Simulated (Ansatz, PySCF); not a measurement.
Gas-phase reaction (SMILES): O=C[C@@H]1C[C@H]1F + 6 C (CH4) → C=O (CH2O) + 4 CC (C2H6) + CF (CH3F); bond separation energy.

Structures are relaxed separately at B3LYP-D3(BJ)/def2-TZVP in Ansatz (an electronic-structure program), one conformer each, not searched for the lowest. Cores are frozen in the correlated levels unless marked. Spin-orbit coupling is left out. Non-relativistic. CBS marks a two-point X^-3 extrapolation of the correlation energy; Hartree-Fock from the larger set. The bracket is a focal-point correction in the basis named. Thermal terms are rigid-rotor harmonic-oscillator values from B3LYP-D3(BJ) frequencies (Ansatz or PySCF) at 298.15 K and 1 atm. 1 Eh = 627.5095 kcal/mol.

```csv
species,"E, RI-MP2/CBS(cc-pVTZ,cc-pVQZ)+[CCSD(T)-MP2]/cc-pVTZ (Ansatz) (Eh)","E, PBE0-D4/def2-TZVPD (Ansatz + dftd4) (Eh)",H - E (Eh),G - E (Eh)
O=C[C@@H]1C[C@H]1F,-330.11898,-330.23056,0.08941,0.05308
C (CH4),-40.46125,-40.47492,0.04840,0.02728
C=O (CH2O),-114.39194,-114.42023,0.03033,0.00552
CC (C2H6),-79.71807,-79.75255,0.07887,0.05302
CF (CH3F),-139.63110,-139.65620,0.04297,0.01769
```

**Question.** Work out ΔE and ΔH, ΔG, ΔS and the equilibrium constant at 298.15 K at the first level, then ΔH at the second.

**Answer.** 
1. ΔE = [(-114.39194) + 4×(-79.71807) + (-139.63110)] - [(-330.11898) + 6×(-40.46125)] = -0.00884 Eh = -5.5 kcal/mol at RI-MP2/CBS(cc-pVTZ,cc-pVQZ)+[CCSD(T)-MP2]/cc-pVTZ.
2. The terms H - E add up to 0.00897 Eh, so ΔH = (-0.00884 + (0.00897))×627.5095 = 0.1 kcal/mol.
3. The terms G - E add up to 0.01853 Eh, so ΔG = 6.1 kcal/mol, and ΔS = (0.00897 - (0.01853))×627509.5/298.15 = -20.1 cal/(mol K).
4. log10 K = -ΔG/(RT ln 10) = -4.5, with RT ln 10 = 1.3642 kcal/mol.
5. At PBE0-D4/def2-TZVPD the same steps give ΔE = -4.1 and ΔH = 1.5 kcal/mol, a shift of +1.4 from the first level.
6. These values are not checked against measurement here, since the tables used lack a sound gas-phase enthalpy of formation for at least one species.
